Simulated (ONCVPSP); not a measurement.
# Potentials for platinum compared

Generated with ld1.x 7.5 (TM, RRKJ, ultrasoft, PAW), atompaw 4.2 or ONCVPSP 4.0.1. The cutoff is in Ry: for ld1.x and atompaw files where the sum of valence levels is converged to 10 mRy in a Bessel basis, for ONCV files where the hardest occupied wave has 1 mHa per electron of residual kinetic energy. The error is the largest all-electron minus pseudo excitation energy over each file’s own four to seven test configurations (ionisations up to +4, promotions, holes and added fractions of an electron), all of which were solved. The labels leave out finer settings (local radius, basis sizes, second energies), which also bear on the numbers. Spin-polarised tests are not counted. The rows are a selection from randomly drawn settings: files with unsolved tests, undetermined cutoffs or missed reference levels are left out.

A true bound ghost makes a file unfit for plane-wave use even where its test errors are small: the radial tests pick states by their node count and pass the ghost by.

```csv
potential,cutoff (Ry),largest error (meV),bound ghosts
"ONCV, LDA (Perdew-Zunger), scalar-relativistic, rc 1.75/1.30/1.45 (spd), local smoothed, core correction yes, reference 5s2 5p6 5d9 6s1, qcut 6.2/5.9/7.8, projectors 2/2/2",203,-819,none
"ONCV, PBE, fully relativistic, rc 1.60/1.30/1.60 (spd), local smoothed, core correction yes, reference 5s2 5p6 5d9 6s1, qcut 8.6/7.4/5.5, projectors 2/2/2",61,+2.4,none
"ONCV, PBE, scalar-relativistic, rc 1.60/1.60/2.25 (spd), local p, core correction yes, reference 5s2 5p6 5d9 6s0.5, qcut 8.4/7.2/7.9, projectors 2/0/1",49,-5.0,s
"ONCV, PBE, scalar-relativistic, rc 1.60/1.10/1.45 (spd), local smoothed, core correction yes, reference 5s2 5p6 5d9.5 6s0.5, qcut 9.7/8.1/6.4, projectors 2/2/1",92,+2.8,s
"ONCV, PBEsol, scalar-relativistic, rc 1.80/1.55/1.45 (spd), local smoothed, core correction yes, reference 5s2 5p6 5d9 6s1, qcut 6.5/8.8/7.1, projectors 2/3/2",52,-857,none
"ONCV, BLYP, scalar-relativistic, rc 1.55/1.90/2.10/1.55 (spdf), local f, core correction yes, reference 5s2 5p6 5d9 6s1, qcut 5.9/7.2/7.1/8.3, projectors 2/2/3/0",35,-6.4,s
"ONCV, PBE, fully relativistic, rc 1.65/1.35/1.95/0.60 (spdf), local smoothed, core correction yes, reference 4f13.5 5s2 5p6 5d9.5 6s1, qcut 5.5/11.9/7.9/27.4, projectors 2/2/2/1",675,-212,"s, p3/2, p1/2"
```

Problem. Fill in the row for Pt: ONCV, LDA (Perdew-Zunger), fully relativistic, rc 1.70/1.15/2.30/0.50 (spdf), local smoothed, core correction yes, reference 4f14 5s2 5p6 5d9 6s1, qcut 8.3/8.6/6.4/24.8, projectors 2/2/2/2.

Solution. cutoff 2076 Ry, largest error +24 meV, bound ghosts: s, p3/2, d5/2, p1/2, d3/2.
